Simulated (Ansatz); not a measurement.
C₂H₆BFO, SMILES `BC(F)OC`, one more setting.

```yaml
crystal:
  periodic: [false, false, false]
  atoms:
    - {symbol: B, position_ang: [0.634307, 1.594136, -0.967343]}
    - {symbol: C, position_ang: [-0.335626, 0.488490, -0.381706]}
    - {symbol: F, position_ang: [-1.151286, -0.080793, -1.358951]}
    - {symbol: O, position_ang: [0.539776, -0.448769, 0.121624]}
    - {symbol: C, position_ang: [-0.048086, -1.416481, 0.972534]}
    - {symbol: H, position_ang: [0.996486, 1.517102, -2.099933]}
    - {symbol: H, position_ang: [1.020389, 2.464833, -0.248570]}
    - {symbol: H, position_ang: [-1.032111, 0.834541, 0.397424]}
    - {symbol: H, position_ang: [-0.542467, -0.933665, 1.823309]}
    - {symbol: H, position_ang: [0.757816, -2.052156, 1.336071]}
    - {symbol: H, position_ang: [-0.773797, -2.024138, 0.426041]}
basis:
  gaussian: {orbitals: def2-TZVPP}
hamiltonian: {xc: {name: rPW86-PBE}, dispersion: d3bj}
accuracy: high
output: {forces: true}
```

```sh
$ ansatz run in.yaml --threads 4 --pin off --events-out ev --progress --plain --max-ram 10444MiB
```

It prints (some lines left out):

```
Functional definition: rPW86-PBE
4305 factors; integrals over basis functions are off by at most 3.4e-8 eV
mean field evaluation 1: about -7620.4099 eV, gradient 6.2e1 eV
mean field evaluation 2: about -7602.4358 eV, gradient 1.1e2 eV
mean field evaluation 4: about -7628.6121 eV, gradient 8.2e0 eV
mean field evaluation 8: about -7628.7348 eV, gradient 4.0e-1 eV
mean field evaluation 16: about -7628.7333 eV, gradient 8.3e-5 eV
mean field -7628.73326007 eV, -280.3507763665 hartree, gradient 5.0e-8 eV, S^2 0.000000; 0 other end points of the search recorded, 0 dependent functions left out
reference -7628.73327515 eV, -280.3507769205 hartree; 20, 20 occupied and 219, 219 virtual orbitals, 4305 factors
Total energy: -7628.90260432 eV, -280.3569996528 hartree
Atom 0 at     0.634307     1.594136    -0.967343 Å, force     0.095805     0.118402    -0.019919 eV/Å
Atom 1 at    -0.335626     0.488490    -0.381706 Å, force     0.197463     0.883787     0.353593 eV/Å
Atom 2 at    -1.151286    -0.080793    -1.358951 Å, force    -0.734065    -0.433599    -0.837610 eV/Å
Atom 3 at     0.539776    -0.448769     0.121624 Å, force     0.839162    -0.027630    -0.161160 eV/Å
Atom 4 at    -0.048086    -1.416481     0.972534 Å, force    -0.210861    -0.490083     0.445085 eV/Å
Atom 5 at     0.996486     1.517102    -2.099933 Å, force     0.004044     0.002002     0.023465 eV/Å
Atom 6 at     1.020389     2.464833    -0.248570 Å, force    -0.012935     0.002699    -0.026112 eV/Å
Atom 7 at    -1.032111     0.834541     0.397424 Å, force    -0.095842     0.060479     0.113101 eV/Å
Atom 8 at    -0.542467    -0.933665     1.823309 Å, force    -0.068521     0.034806     0.107114 eV/Å
Atom 9 at     0.757816    -2.052156     1.336071 Å, force     0.067584    -0.072299     0.045048 eV/Å
Atom 10 at    -0.773797    -2.024138     0.426041 Å, force    -0.081835    -0.078564    -0.042606 eV/Å
Dipole moment:    -0.037647    -0.002271     0.372126 e Å
```

Hardware: 4 threads of an INTEL XEON PLATINUM 8581C on a shared host. Wall time 14 s, peak host memory 1.6 GiB.
